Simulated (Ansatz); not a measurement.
Ansatz (a program for electronic structure) input:
A basis named .json is the Basis Set Exchange file of that set.

Ansatz 0.2 input:
```yaml
crystal:
  periodic: [false, false, false]
  atoms:
    - {symbol: Nb, position_ang: [0.04696033, -0.06705976, -0.18420326]}
    - {symbol: O, position_ang: [-1.37568317, -0.96807536, 0.15609525]}
    - {symbol: O, position_ang: [-0.43373198, 1.54784782, -0.51969561]}
    - {symbol: F, position_ang: [1.39443864, -0.20985882, 1.16234849]}
basis:
  gaussian:
    orbitals: def2-TZVPPD.json
    fitting: {mean_field: def2-universal-jkfit, correlation: def2-TZVPPD-RIFIT.json}
magnetization: {spin_polarized: false}
correlation: {method: mp2, electrons: outside_noble_gas}
```

### Question
Predict the final energy.

### Answer
-306.71561 Eh (RI-MP2/def2-TZVPPD). The basis has 176 functions.
